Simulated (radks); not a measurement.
Valence configurations of Ta+ (all share [Xe]). All-electron calculation, scalar-relativistic Kohn-Sham, r2SCAN, spin-polarised, spherical densities, finite nucleus; open shells are filled with parallel spins first (spin-orbit coupling, left out, can overturn this in heavy ions); meta-GGA in the generalised Kohn-Sham scheme; Fermi nuclear charge, rms radius 5.3507 fm. Program: a radial shooting solver on a logarithmic mesh with Libxc functionals. Energies are relative to 4f14 5d3 6s1; eigenvalues in eV for spin up.

| valence | E (eV) | moment (Bohr magnetons) | e(4f) | e(5d) | e(6p) | e(6s) |
|---|---|---|---|---|---|---|
| 4f14 5d3 6s1 | 0.000 | 4 | -32.053 | -11.510 | - | -12.685 |
| 4f14 5d2.5 6s1.5 | 0.970 | 3 | -33.538 | -12.219 | - | -12.948 |
| 4f14 5d2 6s1 6p1 | 5.101 | 4 | -36.297 | -14.174 | -8.544 | -14.548 |
| 4f14 5d1.5 6s1 6p1.5 | 8.061 | 4 | -38.445 | -15.461 | -9.248 | -15.412 |
| 4f14 5d1 6s1 6p2 | 11.324 | 4 | -40.611 | -16.738 | -9.896 | -16.252 |
| 4f13.5 5d3 6s1.5 | 12.260 | 4 | -38.147 | -13.118 | - | -13.239 |
| 4f13.5 5d3 6s1 6p0.5 | 13.683 | 5 | -38.766 | -13.751 | -7.863 | -13.932 |
| 4f13.5 5d4 6p0.5 | 13.992 | 5 | -35.949 | -12.053 | -6.985 | - |
| 4f13 5d3.5 6s1.5 | 25.083 | 5 | -42.883 | -13.997 | - | -13.499 |
| 4f12 5d5 6s1 | 52.930 | 8 | -50.939 | -14.689 | - | -13.529 |

NIST lists [Xe] 4f14 5d3 6s1 as the ground configuration; this level of theory agrees among the configurations tried. The energies are those of spherical high-spin densities, not of single terms.
